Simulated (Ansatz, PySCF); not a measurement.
Gas-phase reaction (SMILES): O[Si](F)(F)F [trifluoro(hydroxy)silane] + 4 [H][H] (H2) -> 3 F (HF) + O (H2O) + [SiH4] (SiH4); energy of full hydrogenation.

Structures are relaxed separately at B3LYP-D3(BJ)/def2-TZVP in Ansatz (an electronic-structure program), one conformer each, not searched for the lowest. Valence correlation only, unless marked. Spin-orbit coupling is left out. Non-relativistic. CBS(X,Y): correlation extrapolated as X^-3; Hartree-Fock from the larger set. Thermal terms are rigid-rotor harmonic-oscillator values from B3LYP-D3(BJ) frequencies (Ansatz or PySCF) at 298.15 K and 1 atm. 1 Eh = 627.5095 kcal/mol.

```csv
species,"E, CCSD(T)/CBS(cc-pV(T+d)Z,cc-pV(Q+d)Z) (Ansatz) (Eh)","E, wB97M-V/def2-TZVPD (Ansatz) (Eh)",H - E (Eh),G - E (Eh)
O[Si](F)(F)F,-664.49289,-665.19965,0.03005,-0.00588
[H][H] (H2),-1.17450,-1.16077,0.01336,-0.00144
F (HF),-100.39146,-100.46200,0.01259,-0.00713
O (H2O),-76.37426,-76.43347,0.02495,0.00353
[SiH4] (SiH4),-291.45815,-291.84546,0.03520,0.01198
```

Task: Work out ΔE and ΔH, ΔG, ΔS and the equilibrium constant at 298.15 K at the first level, then ΔH at the second.

Result: 
1. ΔE = [3×(-100.39146) + (-76.37426) + (-291.45815)] - [(-664.49289) + 4×(-1.17450)] = 0.18410 Eh = 115.5 kcal/mol at CCSD(T)/CBS(cc-pV(T+d)Z,cc-pV(Q+d)Z).
2. The terms H - E add up to 0.01443 Eh, so ΔH = (0.18410 + (0.01443))×627.5095 = 124.6 kcal/mol.
3. The terms G - E add up to 0.00576 Eh, so ΔG = 119.1 kcal/mol, and ΔS = (0.01443 - (0.00576))×627509.5/298.15 = 18.2 cal/(mol K).
4. log10 K = -ΔG/(RT ln 10) = -87.3, with RT ln 10 = 1.3642 kcal/mol.
5. At wB97M-V/def2-TZVPD the same steps give ΔE = 111.6 and ΔH = 120.6 kcal/mol, a shift of -4.0 from the first level.
6. These values are not checked against measurement here, since the tables used lack a sound gas-phase enthalpy of formation for at least one species.
